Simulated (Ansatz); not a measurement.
`C[C](=O)[GeH3]` → `C[C]=O`• + `[GeH3]`•  (homolysis of the C–Ge bond)

Gas-phase electronic energies from Ansatz, PBE0-D4/def2-TZVP geometries. CCSD(T)/CBS is the MP2 limit (def2-TZVPP, def2-QZVPP) plus CCSD(T) − MP2 in def2-TZVPP, frozen cores. Functionals use def2-TZVPP. Open shells (•) are unrestricted, without spin–orbit coupling. For Ge outer-core shells are correlated without core-valence functions, which leaves a few kJ/mol of doubt a bond. Scalar relativity is left out up to krypton.

```
       level  ΔE (kcal/mol)
  r2SCAN0-D4           60.3
MP2/def2-SVP           62.3
```

**Question.** What does CCSD(T)/CBS give? (An estimate is asked.)

**Answer.** Ansatz gave: +67.2 kcal/mol. The listed levels differ from it by -6.9, -4.9 kcal/mol.

Largest T1 diagnostic among the species: 0.019.

In def2-TZVPP, CCSD(T) changes the Hartree–Fock value by +22.9 kcal/mol (the triples alone add +1.7 kcal/mol) and MP2 by +25.1 kcal/mol; breaking electron pairs costs correlation energy, which Hartree–Fock lacks. The D4 term adds +3.1 kcal/mol with B3LYP and +1.7 kcal/mol with PBE0; it sums over pairs of atoms, weighted by their polarisabilities, and B3LYP, whose exchange is more repulsive, gets the larger term. From BLYP to BHLYP (50 % exact exchange), in def2-TZVPP and without D4, ΔE moves by +1.7 kcal/mol.

CCSD(T)/CBS has its own doubt, a few kJ/mol and more with outer-core shells, so smaller differences from it don't rank the levels.

B3LYP here is the variant with VWN-RPA as its local correlation; programs differ in this.
